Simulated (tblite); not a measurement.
C₂H₅N₂PSi.
Numbering: `[SiH3:1][n:2]1[cH:3][p:4][cH:5][n:6]1` (hydrogens: H7, H8, H9 on Si1; H10 on C3; H11 on C5)

Computed geometry: GFN2-xTB, gas phase.

(1) Give the optimised bond lengths and angles.

Answers

(1) 
```json
{"bond": "Si1–N2", "length (Å)": "1.763", "order": "single"}
{"bond": "N2–C3", "length (Å)": "1.349", "order": "aromatic"}
{"bond": "C3–P4", "length (Å)": "1.716", "order": "aromatic"}
{"bond": "P4–C5", "length (Å)": "1.766", "order": "aromatic"}
{"bond": "C5–N6", "length (Å)": "1.301", "order": "aromatic"}
{"bond": "N2–N6", "length (Å)": "1.330", "order": "aromatic"}
{"bond": "Si1–H7, Si1–H8, Si1–H9", "length (Å)": "1.459", "order": "single"}
{"bond": "C3–H10", "length (Å)": "1.075", "order": "single"}
{"bond": "C5–H11", "length (Å)": "1.076", "order": "single"}
```

Bonds in one row agree within 0.01 Å and their mean is given. Orders are formal, as drawn. A selection of angles:
```json
{"angle": "N2–Si1–H7", "degrees": "104.3"}
{"angle": "N2–Si1–H8", "degrees": "106.2"}
{"angle": "H7–Si1–H8", "degrees": "113.0"}
{"angle": "Si1–N2–C3", "degrees": "131.4"}
{"angle": "Si1–N2–N6", "degrees": "114.0"}
{"angle": "C3–N2–N6", "degrees": "114.7"}
{"angle": "N2–C3–P4", "degrees": "113.2"}
{"angle": "N2–C3–H10", "degrees": "118.5"}
{"angle": "P4–C3–H10", "degrees": "128.3"}
{"angle": "C3–P4–C5", "degrees": "85.4"}
{"angle": "P4–C5–N6", "degrees": "115.5"}
{"angle": "P4–C5–H11", "degrees": "125.8"}
{"angle": "N6–C5–H11", "degrees": "118.7"}
{"angle": "N2–N6–C5", "degrees": "111.2"}
```

N2 (pyrrole-type nitrogen) is planar (angles 131.4°, 114.7° and 114.0°, sum 360.0°, 0.00 Å off the plane of its three neighbours). The C–P distances run from 1.716 Å (C3–P4, aromatic) to 1.766 Å (P4–C5, aromatic), a spread of 0.050 Å. Si1 (SiH3 silicon) is distorted tetrahedral (angles from 104.3° to 113.2°). N6 (pyridine-type nitrogen) is bent (angle 111.2°). The 2 C–N bonds span 1.301 Å (C5–N6, aromatic) to 1.349 Å (N2–C3, aromatic), a spread of 0.048 Å. The 6 heavy atoms lie in one plane (0.000 Å rms). The 5-membered ring N2–C3–P4–C5–N6 has internal angles of 85.4° to 115.5° (sum 540°, against 540° for a flat polygon); it is planar, 0.00 Å rms from its mean plane, widest ring torsion 0°.

Point group: Cs (every atom within 0.08 Å of its image). Its lowest GFN2-xTB frequency is 14i cm⁻¹, too small to tell a flat minimum from a shallow saddle.
